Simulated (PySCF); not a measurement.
## Magnetisability: `C1[C@@H](F)[C@H]2C[C@@H]1C2`, C6H9F

Cartesian coordinates in Å; atom numbers follow the order of the lines, from 1:
```xyz
16

F    -2.274   -0.572    0.506
C    -1.222    0.316    0.427
C    -0.734    0.497   -1.026
C     0.700   -0.006   -0.852
C     1.111    0.690    0.456
C     0.052   -0.248    1.056
C     0.485   -1.271   -0.007
H    -1.577    1.238    0.899
H    -1.317   -0.120   -1.708
H    -0.782    1.533   -1.356
H     1.337    0.000   -1.732
H     2.120    0.448    0.775
H     0.937    1.762    0.536
H     0.012   -0.491    2.113
H    -0.265   -1.982   -0.346
H     1.408   -1.785    0.247
```

Method: PySCF 2.14.0, GIAO B3LYP/pcSseg-1 magnetisability, rotational g tensor and spin-rotation constants, non-relativistic, gas phase. Geometry: GFN2-xTB.

(1) What are the magnetisability and the molar susceptibility?

(2) Split it along the inertial axes a, b, c into diamagnetic and paramagnetic parts about the centre of mass, with the quadrupole moment.

(3) And the rotational g tensor?

## Answers

(1) Isotropic -1128 × 10⁻³⁰ J/T², or -67.9 × 10⁻⁶ cm³/mol; principal values -1238, -1143, -1003 × 10⁻³⁰ J/T², anisotropy 204 × 10⁻³⁰ J/T² (root of half the summed squared differences of the principal values). The susceptibility is in cgs units.

(2) 
```
axis  χ (10⁻⁶ cm³/mol)  diamagnetic (10⁻⁶ cm³/mol)  paramagnetic (10⁻⁶ cm³/mol)  summed x² of all electrons (Å²)  quadrupole Θ (D Å)
   a             -67.0                      -357.1                        290.1                             90.7               -4.56
   b             -66.0                      -545.9                        479.9                             46.2               +2.08
   c             -70.7                      -581.2                        510.4                             37.9               +2.48
```
Anisotropies 2χaa − χbb − χcc = +2.7 and 2χbb − χaa − χcc = +5.8 × 10⁻⁶ cm³/mol. Θ is traceless in Buckingham's convention.

(3) 
```
axis  rotational constant (GHz)        g  nuclear part  electronic part
   a                     4.8703  -0.0161        0.6477          -0.6638
   b                     2.5937  -0.0146        0.5702          -0.5848
   c                     2.4075  -0.0084        0.5689          -0.5773
```
Asymmetric top; isotopes 12C, 19F, 1H; no vibrational averaging.
